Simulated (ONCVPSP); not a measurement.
# Reading a pseudo-wave (nickel (Ni))

Columns: radius, all-electron u(r) and pseudo u(r) of the 3d shell (level -9.22 eV) of nickel in the configuration [Ne] 3s2 3p6 3d8 4s2; PBE, non-relativistic, ONCV scheme, ONCVPSP 4.0.1.

| r (bohr) | all-electron | pseudo |
| --- | --- | --- |
| 0.070 | 0.0411 | 0.0082 |
| 0.140 | 0.1907 | 0.0657 |
| 0.210 | 0.3914 | 0.2065 |
| 0.280 | 0.5858 | 0.4171 |
| 0.350 | 0.7451 | 0.6477 |
| 0.420 | 0.8610 | 0.8577 |
| 0.490 | 0.9356 | 1.0102 |
| 0.560 | 0.9747 | 1.0662 |
| 0.630 | 0.9857 | 1.0362 |
| 0.700 | 0.9761 | 0.9864 |
| 0.770 | 0.9522 | 0.9523 |
| 0.840 | 0.9189 | 0.9189 |
| 0.910 | 0.8798 | 0.8798 |
| 0.980 | 0.8376 | 0.8376 |
| 1.050 | 0.7941 | 0.7941 |
| 1.120 | 0.7506 | 0.7506 |
| 1.190 | 0.7078 | 0.7078 |
| 1.260 | 0.6664 | 0.6664 |
| 1.330 | 0.6267 | 0.6267 |
| 1.400 | 0.5889 | 0.5889 |
| 1.470 | 0.5531 | 0.5531 |
| 1.540 | 0.5192 | 0.5192 |
| 1.610 | 0.4874 | 0.4874 |
| 1.680 | 0.4574 | 0.4574 |
| 1.750 | 0.4293 | 0.4293 |
| 1.820 | 0.4030 | 0.4030 |

How many radial nodes do the two functions have?

The all-electron 3d function has n − l − 1 = 0; the pseudo-wave has 0.

At about which radius was the pseudo-wave matched?

0.80 bohr, where the columns begin to agree (steps of 0.07 bohr).

Where does each function peak?

Outermost all-electron maximum near 0.63 bohr, pseudo maximum near 0.56 bohr (to the table’s step).

Is the pseudo-wave norm-conserving?

Yes: the ONCV scheme keeps the norm inside the radius equal to the all-electron one, which fixes the energy derivative of the logarithmic derivative at the level.
